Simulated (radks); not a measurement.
Values are calculated unless marked as measured or tabulated.
Question: The mean radii <r> (bohr) of the occupied orbitals of an atom or ion are listed with their occupations. Code: a radial shooting solver on a logarithmic mesh with Libxc functionals. Model: scalar-relativistic Kohn-Sham, PBEsol, spin-polarised, spherical densities, finite nucleus; Fermi nuclear charge, rms radius of each element as measured or else 0.836 A^(1/3) + 0.57 fm.

orbital  occ.      <r>
1s up       1  0.07691
1s down     1  0.07691
2s up       1   0.3645
2s down     1   0.3644
2p up       3   0.3277
2p down     3   0.3276
3s up       1    1.123
3s down     1    1.126
3p up       3    1.203
3p down     2    1.209

Name the element and its charge. Open shells, if any, are filled with parallel spins first.

Answer: Z = 20, calcium, charge +3: Ca3+ in [Ne] 3s2 3p5. The 1s radius gives Z: for a bare nucleus <r> = (2 gamma + 1)/(2Z) with gamma = sqrt(1 - (Z/c)^2), 0.07446 bohr for Z = 20, and screening makes it slightly larger (0.07691 here). The occupations add up to 17, and the charge is Z minus that.
